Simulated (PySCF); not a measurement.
## Working out the ionisation energy of Sn

Sn [Kr] 4d10 5s2 5p2 (3P) → Sn⁺ [Kr] 4d10 5s2 5p1 (2P). Computed with PySCF 2.14 in cc-pVDZ-PP with ECP28MDF (4s3p2d, 23 functions), with a scalar-relativistic core potential. Frozen: 4s2 4p6 4d10. Energies in hartree (1 hartree = 27.21139 eV):

```json
{"part": "UHF", "Sn (lower)": "-213.334807", "Sn⁺ (upper)": "-213.082772"}
{"part": "CCSD correlation", "Sn (lower)": "-0.048452", "Sn⁺ (upper)": "-0.039759"}
{"part": "(T)", "Sn (lower)": "-0.000581", "Sn⁺ (upper)": "-0.000356"}
```

**Question.** What does Hartree-Fock give?

**Answer.** (-213.082772) − (-213.334807) = 0.252035 hartree = 6.858 eV.

**Question.** What do CCSD and CCSD(T) give?

**Answer.** The CCSD correlation energies differ by 0.008693 hartree = 0.237 eV and the triples by 0.000225 hartree = 0.006 eV, so CCSD gives 7.095 eV and CCSD(T) 7.101 eV.

Measured between the centres of the two terms (NIST): 7.389 eV, so CCSD(T) (valence) is off by -0.288 eV.

A double-zeta basis recovers only part of the correlation energy.

What remains against the reference includes basis incompleteness, the frozen core and higher excitations.
